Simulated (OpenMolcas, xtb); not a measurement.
**C2H3Ge (SMILES [C]#[C][GeH3]): methods side by side**

The species is C2H3Ge (6 atoms), meant as a doublet with charge 0. SMILES: `[C]#[C][GeH3]`. Geometry: relaxed at PBE0-D4/def2-TZVP.

Quantity: the electronic atomisation energy, in eV. The values are calculated. Electronic energies at fixed atoms, without zero-point motion or spin-orbit coupling.

```json
{"level": "GFN0-xTB", "kind": "semi-empirical", "program": "xtb", "value (eV)": "26.20"}
{"level": "UHF/def2-SVPD", "kind": "Hartree–Fock", "program": "OpenMolcas", "value (eV)": "14.26"}
{"level": "USVWN5/def2-SVPD", "kind": "LDA", "program": "OpenMolcas", "value (eV)": "22.78"}
{"level": "UPBE/def2-SVPD", "kind": "GGA", "program": "OpenMolcas", "value (eV)": "20.11"}
{"level": "U-r2SCAN/def2-SVPD", "kind": "meta-GGA", "program": "OpenMolcas", "value (eV)": "19.85"}
{"level": "UPBE0/def2-SVPD", "kind": "global hybrid", "program": "OpenMolcas", "value (eV)": "19.69"}
```

All-electron rows without a relativistic Hamiltonian named are non-relativistic. The values span 14.26 to 26.20 eV. Spin contamination of the reference (⟨S²⟩ at least 0.1 too high) touches UHF/def2-SVPD. The xTB rows lack spin polarisation, so open shells miss the exchange term that lowers them.
